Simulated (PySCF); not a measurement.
Polarisability and C₆ of Co²⁺ (cobalt, charge +2)

[Ar] 3d7, high-spin 4F determinant. Computed with PySCF 2.14 in aug-cc-pVTZ-DK, with the spin-free X2C one-electron Hamiltonian (Gaussian nucleus). Coupled (time-dependent) response in atomic units; α is the mean over directions.

| method | mean α (bohr³) | C₆ (like pair) | S(−4) |
| --- | --- | --- | --- |
| UHF | 2.911 | 8.198 | 3.809 |
| PBE | 3.736 | 10.79 | 8.150 |
| PBE0 | 3.447 | 9.884 | 6.349 |

S(−4) is the Cauchy moment in α(ω) = α(0) + S(−4) ω² + …

α(iu) at PBE:

| u (hartree) | α(iu) (bohr³) |
| --- | --- |
| 0 | 3.736 |
| 0.0500 | 3.716 |
| 0.100 | 3.658 |
| 0.200 | 3.455 |
| 0.300 | 3.194 |
| 0.500 | 2.683 |
| 0.750 | 2.190 |
| 1.00 | 1.831 |
| 1.50 | 1.341 |
| 2.00 | 1.026 |
| 3.00 | 0.6578 |
| 5.00 | 0.3376 |

A single London oscillator, α(iu) = α/(1 + u²/ω²), gives C₆ = (3/4) ω α². Matching the computed C₆ needs ω = 4 × 10.79 / (3 × 3.736²) = 1.03 hartree.

For an ion, C₆ is the dispersion term alone; charge-induced terms of lower order in 1/R come first.
